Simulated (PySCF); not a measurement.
A series of related molecules.

All values: CAM-B3LYP/def2-SVPD (PySCF) at GFN2-xTB geometries, gas phase, one conformer each. Core orbitals are frozen in the response; Δα² is half the sum of the squared differences of the principal polarisabilities.

(1) Rank by dipole moment, highest first.
A. `FC(F)(F)/C=N/[SiH3]`
B. `[SiH3:1]/[N:2]=[CH:3]/[CH:4]1[CH2:5][CH2:6]1` with N2–C3–C4–C5 -146°
C. `[CH3:1][S:2]/[CH:3]=[N:4]/[SiH3:5]` with C1–S2–C3–N4 0°

(2) Rank by HOMO energy, highest first.
A. `CC(=O)O/C=N/[SiH3]`
B. `[SiH3]/N=C/C1CC1`
C. `FC(F)(F)/C=N/[SiH3]`

Answers

(1) A (2.96 D), B (2.14 D), C (0.13 D).

(2) B (-8.23 eV), A (-8.49 eV), C (-9.29 eV).

All values together:

```tsv
SMILES	formula	μ (D)	HOMO (eV)	LUMO (eV)	α (Å³)	Δα (Å³)	electrons	α per electron (Å³)
CS/C=N/[SiH3]	C2H7NSSi	0.13	-8.25	0.26	12.35	6.36	56	0.221
CC(=O)O/C=N/[SiH3]	C3H7NO2Si	2.88	-8.49	0.28	11.61	5.80	62	0.187
[SiH3]/N=C/C1CC1	C4H9NSi	2.14	-8.23	0.66	12.41	6.63	54	0.230
FC(F)(F)/C=N/[SiH3]	C2H4F3NSi	2.96	-9.29	-0.50	9.20	3.87	64	0.144
```

Conformers: `[CH3:1][S:2]/[CH:3]=[N:4]/[SiH3:5]` with C1–S2–C3–N4 0°; `[CH3:1][C:2](=[O:3])[O:4]/[CH:5]=[N:6]/[SiH3:7]` with C1–C2–O4–C5 176°, C2–O4–C5–N6 -6°; `[SiH3:1]/[N:2]=[CH:3]/[CH:4]1[CH2:5][CH2:6]1` with N2–C3–C4–C5 -146°.
